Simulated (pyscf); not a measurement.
PySCF, gas phase, ωB97X-D3(BJ)/def2-SVPD geometries. MP2 and CC: frozen core, UHF for open shells. ΔMP2 is the change of the MP2 total energy from the triple- to the quadruple-zeta basis.

**Question.** For O=CH–O⁻ → O=C⁻–OH, a hydrogen shift (singlet surface; C–H broken, H–O formed), PBE/def2-TZVPD gives ΔE‡ = 62.1 kcal/mol and ΔE = +36.8 kcal/mol (zero: the reactant's lowest minimum found). In which direction and how far do B3LYP-D3(BJ)/def2-TZVPD, PBE0-D3(BJ)/def2-TZVPD, CCSD(T)/def2-TZVPPD + ΔMP2(QZVPPD) move these?

**Answer.** B3LYP-D3(BJ): ΔE‡ = 68.5 kcal/mol, ΔE = +37.2 kcal/mol; PBE0-D3(BJ): ΔE‡ = 68.0 kcal/mol, ΔE = +38.4 kcal/mol; CCSD(T): ΔE‡ = 67.3 kcal/mol, ΔE = +34.7 kcal/mol. PBE's barrier lies under all of them, by 5.1 to 6.4 kcal/mol. Its reaction energy lies among theirs. Low barriers are usual for a GGA, whose delocalisation error favours stretched bonds. On the product side the descent ends in a point that may be a rotor saddle (no frequency run), 1.5 kcal/mol over the lowest minimum found and 31.0 kcal/mol under the saddle at ωB97X-D3(BJ)/def2-TZVPD. At ωB97X-D3(BJ)/def2-TZVPD the barrier from the zero used here is 69.7 kcal/mol. This is the saddle that the search found; another between the same sides may lie lower. The CCSD(T) − MP2 part came from Ansatz, without density fitting, on the same reference.
